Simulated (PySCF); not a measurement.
C₃H₉NSi, SMILES [SiH3][C@H]1CCN1. Geometry optimised at PBE0-D3(BJ)/def2-SVP. The structure was generated by enumeration; whether it is a known compound was not checked.

Computed with PySCF with PBE0-D3(BJ)/def2-SVP.

Harmonic wavenumbers (cm⁻¹): 125, 147, 203, 297, 509, 626, 640, 743, 781, 906, 930, 939, 943, 954, 986, 1059, 1070, 1094, 1143, 1202, 1235, 1262, 1289, 1341, 1384, 1459, 1504, 2210, 2225, 2237, 2986, 3004, 3086, 3098, 3170, 3575. Rotational constants (GHz): 9.324, 2.482, 2.183; symmetry number 1.

Question: Work out the zero-point energy and the ideal-gas rigid-rotor harmonic-oscillator thermochemistry at 298.15 K and 1 atm.

Answer: ZPE = ½ Σ hcν = ½ × 50362 cm⁻¹ = 301.23 kJ/mol. H − E(el) = 320.25 kJ/mol. Entropy in J/(mol K): translation 164.47, rotation 109.86, vibration 51.73, total 326.06. G − E(el) = 223.03 kJ/mol. Cp = 103.90 J/(mol K). Modes under 150 cm⁻¹ make the vibrational entropy uncertain.
